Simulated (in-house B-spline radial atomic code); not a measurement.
## Ionising I²⁺ with different functionals

Computed with a radial B-spline atomic code at the basis-set limit: scalar-relativistic (spin-free X2C) Hamiltonian, Fermi nucleus of rms radius 4.75 fm, spin-polarised at highest spin, spherical fractional occupations for the functionals, the average over the highest-spin determinants for Hartree-Fock. The ionisation energy is the difference of two self-consistent energies, [Kr] 4d10 5s2 5p3 → [Kr] 4d10 5s2 5p2, without Breit or QED terms; ε is the level of the shell that loses the electron (its least bound occupied spin orbital). There is no spin-orbit coupling in this Hamiltonian.

Hybrids are left out here: with spherical fractional occupations of an open shell their exact exchange keeps a self-interaction that integer-occupation calculations don't have.

```
           method          rung  ΔSCF (eV)  -ε(5p) (eV)
     Hartree-Fock  Hartree-Fock      29.97        30.33
         LDA VWN5           LDA      30.40        25.56
         LDA PW92           LDA      30.39        25.55
LDA exchange-only           LDA      29.36        24.58
              PBE           GGA      30.28        25.49
           PBEsol           GGA      30.32        25.51
             BLYP           GGA      29.99        25.15
             RPBE           GGA      30.25        25.47
             PW91           GGA      30.34        25.54
             BP86           GGA      30.36        25.55
             AM05           GGA      30.28        25.47
             OLYP           GGA      30.24        25.43
             TPSS      meta-GGA      30.38        25.62
             SCAN      meta-GGA      30.74        26.01
           r2SCAN      meta-GGA      30.74        26.00
          revTPSS      meta-GGA      30.43        25.67
```

How do they compare with the NIST value?

NIST lists 29.57 eV ± 0.025 (measured, ground level to ground level). Errors run from -0.21 to +1.17 eV; Hartree-Fock is closest (+0.40 eV), though others lie within the uncertainty of it, and part of that can be cancellation, since the calculations leave out spin-orbit coupling, Breit-QED terms, multiplet and fine-structure energies. Hartree-Fock also lacks correlation.
